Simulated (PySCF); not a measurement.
SbCl2, SMILES [Cl][Sb][Cl], multiplicity 2.

The structure is a stationary point at B3LYP-D3(BJ)/def2-TZVP. The spin state was assumed, not searched. The isomer is the one that the SMILES or the coordinates give; other isomers of the formula were not compared. The def2 effective core potentials stand for the cores of Sb; spin–orbit coupling is left out.

Two levels are set side by side: PBE/def2-TZVPD (PySCF) and ωB97X/def2-TZVPD (PySCF). Same geometry, gas phase. Differences are taken from unrounded values.

```csv
quantity,ωB97X
α-spin orbital gap (eV),8.55
β-spin orbital gap (eV),9.26
dipole moment (D),2.80
mean polarisability (bohr³),70.2
```

### Question
What does PBE give, and how far is it from ωB97X? (The exact figures need the calculation; the answer reports its results.)

### Answer

```
quantity                      PBE  PBE minus ωB97X
---------------------------  ----  ---------------
α-spin orbital gap (eV)      2.53            -6.01
β-spin orbital gap (eV)      3.59            -5.67
dipole moment (D)            2.46            -0.34
mean polarisability (bohr³)  73.9              3.7
```

Loosely held outer electrons make PBE densities more polarisable. Differences between two approximate levels are no errors against the true value.

Rough cost on one machine, each run with all the roots and properties that it gave: ωB97X against PBE within a factor of 2.
